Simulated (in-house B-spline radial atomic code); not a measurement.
Atomic self-consistent-field run: Ge5+. Level of theory: scalar-relativistic (X2C) PBE0, spin-polarised, spherical fractional occupations, exact exchange averaged over the configuration, Fermi nucleus of rms radius 4.0742 fm; calculated with a radial B-spline atomic code at the basis-set limit.

Command:
```bash
python run_scf.py task.json out
```
Settings (nuclear radius in fm, mass in u):
```
Z                32
configuration    [Ar] 3d9
hamiltonian      x2c
method           pbe0
spin_polarised   True
nucleus          fermi
rms_radius       4.0742
atomic_mass      73.92118
speed_of_light   137.035999084
exact_exchange   averaged over the configuration
```

Output (hartree, bohr):
```
 radial grid: 66 intervals, B-splines of order 8, outer radius 12.1053 bohr

 iter        energy (Eh)    residual
    1       -2073.028412    8.39e-01
    2       -2081.335869    8.20e-01
    3       -2090.988048    1.42e-01
    4       -2091.377346    2.24e-02
    5       -2091.383019    1.12e-02
    6       -2091.384633    5.32e-03
    7       -2091.385158    1.32e-04
    8       -2091.385158    4.90e-06
    9       -2091.385158    1.80e-07

 total energy                     -2091.38516
 kinetic                            2135.6223
 electron-nucleus                  -4970.7586
 Hartree                             821.3362
 exact exchange                      -18.9753
 exchange-correlation                -58.6097

 orbital      occ     eigenvalue          <r>       <r^2>       <1/r>       r_max
 1s up      1.000      -407.4217    0.0466117  0.00293616     33.0286     0.03029
 1s down    1.000      -407.4216    0.0466115  0.00293613     33.0287     0.03029
 2s up      1.000       -54.0732     0.209572   0.0518727     7.21971      0.1759
 2s down    1.000       -54.0356     0.209478   0.0518226     7.22314      0.1759
 2p up      3.000       -47.5809     0.183604   0.0413171     6.97633      0.1411
 2p down    3.000       -47.5494      0.18349   0.0412596     6.97961      0.1411
 3s up      1.000        -9.3417     0.617638    0.438948     2.32286      0.5406
 3s down    1.000        -9.2717     0.618357    0.440021     2.31905      0.5409
 3p up      3.000        -7.3284     0.636134    0.474009     2.16244      0.5408
 3p down    3.000        -7.2522     0.637356    0.475942     2.15746      0.5412
 3d up      5.000        -4.0153     0.680376    0.572584     1.86962       0.496
 3d down    4.000        -3.9575     0.683939     0.57938     1.86266      0.4971
```

Run time, properties included: 0.91 s on 1 thread of Arm Neoverse N1, on a shared host.

One-electron X2C: radii and densities carry no picture-change correction, so inner-shell <1/r> comes out high (for 1s by about 2 % at Z = 33, 5 % at 54, 10 % at 75, 30 % at 118) and <r> low.
